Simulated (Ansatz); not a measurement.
ZrIF₃, relaxed as a singlet with RKS PBE0-D4/def2-SVP in Ansatz, starting from the GFN2-xTB geometry. Force threshold 0.02 eV/Å.

In the def2 sets I, Zr take a core potential; there is no spin–orbit coupling.

Start:

```xyz
5

Zr   -0.245   -0.053   -0.037
I     2.409    0.520    0.366
F    -0.678    0.726   -1.647
F    -1.133    0.696    1.390
F    -0.353   -1.889   -0.072
```

Problem. Estimate the energy that the relaxation releases and the steps that it takes.

Solution. 16.4 kJ/mol, in 4 steps; 9 s on 4 threads of Arm Neoverse V2 on a shared host. No frequencies were taken in this run, so the end may be a saddle point.

Problem. Does the start keep its bonding and symmetry?

Solution. By distances, no bond broke or formed. The bond that changes most is Zr1–F5, from 1.84 to 1.89 Å (atoms count from 1). Point group C3v at the start, C3v at the end, both within 0.05 Å.

Problem. Predict the relaxed structure.

Solution. 
```xyz
5

Zr   -0.152   -0.033   -0.023
I     2.471    0.533    0.375
F    -0.730    0.716   -1.656
F    -1.185    0.686    1.383
F    -0.404   -1.902   -0.080
```
Bond lengths: 3 × F–Zr 1.89 Å; 1 × I–Zr 2.71 Å.
